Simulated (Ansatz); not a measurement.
Input:

```yaml
crystal:
  periodic: [false, false, false]
  atoms:
    - { symbol: In, position_ang: [-0.002599, -0.224655, 0.126212] }
    - { symbol: O, position_ang: [0.023485, -0.497266, 2.120923] }
    - { symbol: H, position_ang: [-0.901044, -0.501802, 2.442835] }
    - { symbol: Cl, position_ang: [2.000053, -0.322687, -1.085346] }
    - { symbol: Cl, position_ang: [-2.029087, 0.100542, -1.03196] }
    - { symbol: H, position_ang: [0.423339, 2.486173, 0.840663] }
    - { symbol: H, position_ang: [0.352552, 2.043495, 1.470474] }
basis:
  gaussian: { orbitals: def2-SVP }
hamiltonian:
  xc: pbe
  dispersion: d4
neb:
  order_check: false
  images: 5
  f_tol: 0.03
  max_iterations: 60
  final_atoms:
    - { symbol: In, position_ang: [0.3150737, 0.82479568, -0.20548411] }
    - { symbol: O, position_ang: [0.02069496, 0.07554341, 2.02396583] }
    - { symbol: H, position_ang: [-0.86801931, -0.3006709, 1.79645229] }
    - { symbol: Cl, position_ang: [1.94471324, -0.69354446, -0.99631329] }
    - { symbol: Cl, position_ang: [-1.9064973, -0.13496278, -0.33204096] }
    - { symbol: H, position_ang: [0.52342473, 2.52868776, -0.07539247] }
    - { symbol: H, position_ang: [-0.16269101, 0.78395129, 2.6726137] }
  initial_path:
    images:
      - { positions_ang: [[-0.002599, -0.224655, 0.126212], [0.023485, -0.497266, 2.120923], [-0.901044, -0.501802, 2.442835], [2.000053, -0.322687, -1.085346], [-2.029087, 0.100542, -1.03196], [0.423339, 2.486173, 0.840663], [0.352552, 2.043495, 1.470474]] }
      - { positions_ang: [[-0.00420528, -0.1462394, 0.08189534], [0.01377471, -0.34003512, 2.19160929], [-0.90708878, -0.4338378, 2.51742486], [2.03483516, -0.21631031, -1.13313138], [-2.0597523, 0.08784506, -1.09613389], [0.43704121, 2.29319734, 0.78544183], [0.35209428, 1.83918023, 1.53669495]] }
      - { positions_ang: [[-0.00581157, -0.0678238, 0.03757868], [0.00406443, -0.18280424, 2.26229558], [-0.91313355, -0.3658736, 2.59201473], [2.06961731, -0.10993362, -1.18091676], [-2.09041759, 0.07514812, -1.16030778], [0.45074342, 2.10022168, 0.73022065], [0.35163656, 1.63486546, 1.6029159]] }
      - { positions_ang: [[-0.00741785, 0.01059179, -0.00673797], [-0.00564586, -0.02557336, 2.33298187], [-0.91917833, -0.2979094, 2.66660459], [2.10439947, -0.00355692, -1.22870214], [-2.12108289, 0.06245118, -1.22448167], [0.46444563, 1.90724602, 0.67499948], [0.35117884, 1.43055069, 1.66913686]] }
      - { positions_ang: [[0.10007933, 0.28199309, -0.07298669], [0.00313442, 0.00813223, 2.22997652], [-0.90212533, -0.2988299, 2.37655382], [2.05117072, -0.23355277, -1.15123919], [-2.04955436, -0.00335347, -0.92700143], [0.48410533, 2.11439327, 0.42486883], [0.17988889, 1.21501756, 2.00362914]] }
      - { positions_ang: [[0.20757651, 0.55339438, -0.1392354], [0.01191469, 0.04183782, 2.12697118], [-0.88507232, -0.2997504, 2.08650306], [1.99794198, -0.46354862, -1.07377624], [-1.97802583, -0.06915812, -0.6295212], [0.50376503, 2.32154051, 0.17473818], [0.00859894, 0.99948442, 2.33812142]] }
      - { positions_ang: [[0.3150737, 0.82479568, -0.20548411], [0.02069496, 0.07554341, 2.02396583], [-0.86801931, -0.3006709, 1.79645229], [1.94471324, -0.69354446, -0.99631329], [-1.9064973, -0.13496278, -0.33204096], [0.52342473, 2.52868776, -0.07539247], [-0.16269101, 0.78395129, 2.6726137]] }
```

Launched with:

```bash
$ ansatz run input.yaml --threads 2 --pin off --max-ram 3072MiB --backend cpu --events-out ev --progress --plain --runs-dir out
```

Hardware: 2 threads of Arm Neoverse V1, with other jobs on the host.

**Question.** Roughly how long does this run take, and how much memory?

**Answer.** 100 s, with a peak of 0.14 GiB, for 13 band iterations.
